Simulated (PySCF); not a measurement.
# Radial density of Kr²⁺ (krypton, charge +2)

r2SCAN, [Ar] 3d10 4s2 4p4, high-spin 3P determinant. Calculation: PySCF 2.14, in 6-31G* (5s4p3d, 32 functions); no relativity, point nucleus.

```tsv
r (bohr)	4πr²ρ (e/bohr)	4πr²(ρα − ρβ)
0.000776	0.2263	0.0000
0.00130	0.6253	0.0000
0.00219	1.671	0.0000
0.00369	4.222	0.0000
0.00621	9.995	0.0001
0.0104	20.84	0.0005
0.0176	35.65	0.0028
0.0295	44.13	0.0138
0.0497	38.32	0.0527
0.0836	41.24	0.1147
0.141	52.79	0.0623
0.236	32.11	0.0249
0.398	36.38	0.2986
0.669	21.73	-0.0047
1.13	5.977	1.0292
1.89	3.341	1.1575
3.18	0.2762	0.1067
5.36	0.001974	0.0006
```

Where is the radial spin density 4πr²(ρα − ρβ) most negative, and why is it negative at all?

Around r = 0.669 bohr, down to -0.0047 e/bohr: exchange with the open shell polarises the paired shells in an unrestricted calculation.
